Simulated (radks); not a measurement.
Coulomb parameter of the 4d shell of the ruthenium ion Ru+ in the model configuration [Kr] 4d5.5 5s1.5, as a second difference U = [E(n + 0.5) + E(n - 0.5) - 2 E(n)] / (0.5)^2 with all orbitals relaxed. "Bare": the charge of the atom changes with n. "Screened": the 5s shell takes up the change at fixed total charge, which measures U(4d,4d) + U(5s,5s) - 2 U(4d,5s). Method: Dirac Kohn-Sham, PBE, spin-unpolarised, spherical densities, point nucleus; open shells are shared between the two j in proportion to 2j + 1; computed with a radial shooting solver on a logarithmic mesh with Libxc functionals.

case              configuration  E - E(n) (eV)
start          [Kr] 4d5.5 5s1.5          0.000
bare +0.5        [Kr] 4d6 5s1.5         -7.060
bare -0.5        [Kr] 4d5 5s1.5          9.943
screened +0.5      [Kr] 4d6 5s1         -2.030
screened -0.5      [Kr] 4d5 5s2          2.478

U(bare) = 11.533 eV, U(screened by 5s) = 1.792 eV.
